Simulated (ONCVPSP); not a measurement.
# Yb: one change to an ONCV potential, before and after

```
Element                 : ytterbium (Yb)
Generator               : ONCVPSP 4.0.1
Type                    : optimised norm-conserving Vanderbilt (ONCV)
Functional              : PBEsol
Relativity              : scalar-relativistic
Frozen core             : [Kr] 4d10 4f13
Valence charge          : 11
Reference configuration : 5s2 5p6 5d1 6s1 (charge +1)
Partial waves           : 5s+6s: rc 1.85 bohr, ncon 4, nbas 8, qcut 5.8 1/bohr, 2 projectors; 5p: rc 1.55 bohr, ncon 3, nbas 6, qcut 6.3 1/bohr, 2 projectors, debl 2.7 Ha; 5d: rc 3.20 bohr, ncon 5, nbas 10, qcut 4.7 1/bohr, 3 projectors, debl 0.9 Ha
Local potential         : polynomial inside 1.45 bohr (lpopt 5, dvloc0 3 Ha)
Core correction         : polynomial model core, fcfact 0.55
```

Change: s: qcut 5.

Cutoffs: the cutoffs (Ha) at which the residual kinetic energy of the hardest occupied pseudo-wave falls to 1 and 0.1 mHa per electron; they do not see the model core or the augmentation charge, which bear on the density cutoff. Errors are all-electron minus pseudo energies relative to the spin-unpolarised reference configuration.

Question: How do hardness, ghosts and transferability respond?

Answer: The potential gets neither clearly harder nor softer (17 Ha and 39 Ha → 17 Ha and 41 Ha); the p channel sets the loose cutoff, while the largest relative change is in s, which becomes softer; the errors of the 4 common tests hardly move; neither file shows a bound ghost.

| quantity | base | changed |
| --- | --- | --- |
| cutoff, loose | 17 Ha | 17 Ha |
| cutoff, tight | 39 Ha | 41 Ha |
| loose cutoff by channel | s 13 Ha, p 17 Ha, d 8.0 Ha | s 11 Ha, p 17 Ha, d 8.0 Ha |
| bound ghosts | none | none |
| GHOST(+) flags under 300 eV | s at 190.7 eV | s at 176.0 eV |
| error for 5s2 5p6 5d1 6s2, meV [ΔE -7.28 eV] | -1.3 | -1.5 |
| error for 5s2 5p6 5d1 6s0, meV [ΔE 13.05 eV] | -16 | -17 |
| error for 5s2 5p6 5d0 6s0, meV [ΔE 32.96 eV] | -98 | -98 |
| error for 5s2 5p6 5d1 6s0 6p2, meV [ΔE -0.38 eV] | -1.6 | -1.9 |
| s: phases at 1.88 bohr within 0.05 rad from the reference energy up to (Ha; the scan ends near 5) | to the end of the scan | to the end of the scan |
| p: phases at 1.58 bohr within 0.05 rad from the reference energy up to (Ha; the scan ends near 5) | to the end of the scan | to the end of the scan |
| d: phases at 3.25 bohr within 0.05 rad from the reference energy up to (Ha; the scan ends near 5) | to the end of the scan | to the end of the scan |
| rms error of d²Exc/dni dnj with the model core, mHa | 0.85 | 1.01 |
